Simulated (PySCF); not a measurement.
**Basis-set dependence of excited states**

Species: C4H12GeO.
SMILES: `[C@H](CC)(C)[O][GeH3]`

TDDFT with PBE0 (PySCF), vertical singlets, core orbitals frozen in the response, spherical d and f functions. The structure is a single PBE0-D3(BJ)/def2-SVP conformer in the gas phase; no vibrational or solvent corrections. The PBE0/6-31G* calculation is non-relativistic and has no spin–orbit coupling, an omission that weighs most on germanium.

Q: How do the low singlets change with the basis? Take 6-31G*, def2-SVP, def2-SVPD, aug-cc-pVDZ and def2-TZVP.

A: 

| basis | functions | diffuse | S1 (eV) | S2 (eV) | S3 (eV) | S4 (eV) | S5 (eV) | LUMO (eV) | α (au) |
| --- | --- | --- | --- | --- | --- | --- | --- | --- | --- |
| 6-31G* | 126 | no | 6.42 | 7.31 | 8.19 | 8.45 | 8.46 | 0.56 | 71.5 |
| def2-SVP | 162 | no | 6.63 | 7.45 | 7.99 | 8.21 | 8.47 | 0.60 | 75.4 |
| def2-SVPD | 237 | yes | 6.43 | 6.98 | 7.22 | 7.63 | 7.69 | 0.16 | 85.5 |
| aug-cc-pVDZ | 259 | yes | 6.23 | 6.58 | 7.01 | 7.12 | 7.17 | -0.12 | 87.5 |
| def2-TZVP | 275 | no | 6.50 | 7.31 | 7.49 | 7.93 | 8.13 | 0.36 | 83.8 |

States are compared by their number. Against the largest diffuse basis here (aug-cc-pVDZ, itself not a converged limit), sets without diffuse functions differ by up to 0.39 eV in S1 and 1.30 eV in S5; the smaller diffuse sets differ by up to 0.19 and 0.52 eV. State by state, the largest deviation of a set without diffuse functions is S1 0.39, S2 0.87, S3 1.18, S4 1.33, S5 1.30 eV. The same number needn't mean the same state in each row. Against aug-cc-pVDZ the polarisability deviates by -18% in 6-31G*, -14% in def2-SVP, -2% in def2-SVPD, -4% in def2-TZVP.
